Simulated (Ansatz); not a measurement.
C2H6Cl2GaN (`C[N](C)[Ga]([Cl])[Cl]`). The species carries charge 0 and has multiplicity 1. Correlated methods include outer-core shells of Ga, which these sets cover unevenly. Scalar relativity is left out up to krypton.

```xyz
12

C    -0.130   -0.090   -1.433
N     0.000    0.000    0.000
C    -0.857   -0.900    0.731
Ga    1.134    1.138    0.806
Cl    1.266    1.210    2.928
Cl    2.366    2.434   -0.345
H    -1.156    0.138   -1.753
H     0.112   -1.101   -1.790
H     0.542    0.612   -1.930
H    -0.714   -0.786    1.807
H    -0.648   -1.946    0.471
H    -1.915   -0.708    0.508
```

Give the diagnostics of a CCSD(T)/def2-TZVPP run (frozen core, Ansatz). (An estimate is asked.)

Computed: T1 = 0.0120, largest single amplitude 0.038, largest double 0.026, (T) share of the correlation energy 4.1 %, 9 CCSD cycles. The RHF solution is stable towards an unrestricted one. T1 lies under the customary mark of 0.02 for closed shells.
